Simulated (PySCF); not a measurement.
## Dipole response of Kr⁺ (krypton, charge +1)

[Ar] 3d10 4s2 4p5, 2P determinant. Calculation: PySCF 2.14, in aug-cc-pVQZ-PP with one added diffuse shell each of s, p, d, f, g type with ECP10MDF (8s7p6d4f3g, 114 functions); scalar relativity through the core potential. Coupled (time-dependent) response in atomic units; α is the mean over directions.

```json
{"method": "UHF", "mean α (bohr³)": "10.55", "α xx, yy, zz": "10.24, 10.71, 10.71", "C₆ (like pair)": "64.37", "S(−4)": "19.97"}
{"method": "PBE", "mean α (bohr³)": "11.11", "α xx, yy, zz": "10.62, 11.35, 11.35", "C₆ (like pair)": "68.44", "S(−4)": "23.32"}
{"method": "PBE0", "mean α (bohr³)": "10.86", "α xx, yy, zz": "10.43, 11.07, 11.07", "C₆ (like pair)": "66.56", "S(−4)": "21.77"}
{"method": "BP86", "mean α (bohr³)": "11.10", "α xx, yy, zz": "10.60, 11.34, 11.34", "C₆ (like pair)": "68.37", "S(−4)": "23.18"}
```

S(−4) is the Cauchy moment in α(ω) = α(0) + S(−4) ω² + …

Spin-orbit coupling is absent.

α(iu) at BP86:

| u (hartree) | α(iu) (bohr³) |
| --- | --- |
| 0 | 11.10 |
| 0.0500 | 11.04 |
| 0.100 | 10.87 |
| 0.200 | 10.25 |
| 0.300 | 9.385 |
| 0.500 | 7.460 |
| 0.750 | 5.420 |
| 1.00 | 3.979 |
| 1.50 | 2.325 |
| 2.00 | 1.508 |
| 3.00 | 0.7891 |
| 5.00 | 0.3416 |

A single London oscillator, α(iu) = α/(1 + u²/ω²), gives C₆ = (3/4) ω α². Matching the computed C₆ needs ω = 4 × 68.37 / (3 × 11.10²) = 0.740 hartree.

For an ion, C₆ is the dispersion term alone; charge-induced terms of lower order in 1/R come first.

The components differ because the open shell of this determinant is not spherical; for a pure term their mean is the scalar polarisability.

Energies and moments cover only the electrons outside the core potential.
